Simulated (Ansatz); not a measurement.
C$_{3}$H$_{9}$CdClSi, singlet, at a GFN2-xTB geometry (such geometries of metal compounds can be far from the true shape) (core potentials on Cd); PBE/def2-TZVPP (Ansatz, a quantum-chemistry and plane-wave program).

Here is a job for Ansatz.
Ansatz 0.2 input:
```yaml
crystal:
  periodic: [false, false, false]
  atoms:
    - {symbol: Cd, position_ang: [0.66524205, 0.58266666, 0.62413435]}
    - {symbol: Cl, position_ang: [-0.19319901, 2.62689730, -0.29356169]}
    - {symbol: Si, position_ang: [-0.45287672, -1.45840442, -0.38182594]}
    - {symbol: C, position_ang: [-2.32924400, -1.18735460, -0.04710094]}
    - {symbol: C, position_ang: [0.04568509, -3.22004519, 0.20658266]}
    - {symbol: C, position_ang: [-0.12252880, -1.30698944, -2.27252583]}
    - {symbol: H, position_ang: [-2.95299815, -1.83362810, -0.65840655]}
    - {symbol: H, position_ang: [-2.58013413, -1.38003154, 0.99423205]}
    - {symbol: H, position_ang: [-2.60629963, -0.15686256, -0.26859117]}
    - {symbol: H, position_ang: [-0.13598143, -3.35294129, 1.26855530]}
    - {symbol: H, position_ang: [1.09654449, -3.42026450, 0.02217666]}
    - {symbol: H, position_ang: [-0.53052710, -3.97358546, -0.32254894]}
    - {symbol: H, position_ang: [0.90420642, -1.56945413, -2.52005248]}
    - {symbol: H, position_ang: [-0.29112558, -0.28252435, -2.60390521]}
    - {symbol: H, position_ang: [-0.77411935, -1.95196444, -2.85553201]}
basis:
  gaussian:
    orbitals: def2-TZVPP
hamiltonian:
  xc: pbe
```

What the program printed (banner, timings and long lists left out):

```
Functional definition: PBE
2035 factors; their error is unknown
mean field evaluation 1: about -28185.4593 eV, gradient 1.1e2 eV
mean field evaluation 2: about -28037.6192 eV, gradient 2.1e2 eV
mean field evaluation 4: about -28212.4062 eV, gradient 2.3e1 eV
mean field evaluation 8: about -28213.5790 eV, gradient 3.0e-1 eV
mean field evaluation 16: about -28213.5323 eV, gradient 8.5e-4 eV
mean field -28213.53230037 eV, -1036.8281882197 hartree, gradient 6.5e-5 eV, S^2 0.000000; 0 other end points of the search recorded, 0 dependent functions left out
reference -28213.53235556 eV, -1036.8281902478 hartree; 39, 39 occupied and 320, 320 virtual orbitals, 2035 factors
Total energy: -28213.53235556 eV, -1036.8281902478 hartree
```
